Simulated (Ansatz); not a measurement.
Reactions of Cl2FH3Si2, SMILES `F[Si]([SiH3])(Cl)Cl`.

Calculated with Ansatz (gas phase, PBE0-D4/def2-TZVP geometries, no zero-point term in ΔE). CCSD(T)/CBS adds triple-zeta CCSD(T) − MP2 to the extrapolated MP2 energy (def2 sets, frozen cores). This one scheme is used for every species. DFT in def2-TZVPP. For Ge outer-core shells are correlated without core-valence functions, which leaves a few kJ/mol of doubt a bond. Scalar relativity is left out up to krypton. One conformer a species, not always the lowest.

| reaction | CCSD(T)/CBS(def2) (kJ/mol) |
| --- | --- |
| `F[Si]([SiH3])(Cl)Cl` + `CSCF` → `CS[Si](F)(Cl)Cl` + `FC[SiH3]` | -72 |
| `F[Si]([SiH3])(Cl)Cl` + H₂O → `O[Si](F)(Cl)Cl` + SiH₄ | ? |
| `F[Si]([SiH3])(Cl)Cl` + `[OH][Ge][F]` → `[F][Ge][O][SiH3]` + `F[SiH](Cl)Cl` | -98 |
| `F[Si]([SiH3])(Cl)Cl` + `CC(O)O` → `CC(O)O[SiH3]` + `F[SiH](Cl)Cl` | -78 |

Task: Fill in the missing values. (Estimate.)

Result: Computed: `F[Si]([SiH3])(Cl)Cl` + H₂O → `O[Si](F)(Cl)Cl` + SiH₄: -110.0 kJ/mol.

Largest T1 diagnostic: 0.015, for `[OH][Ge][F]`.
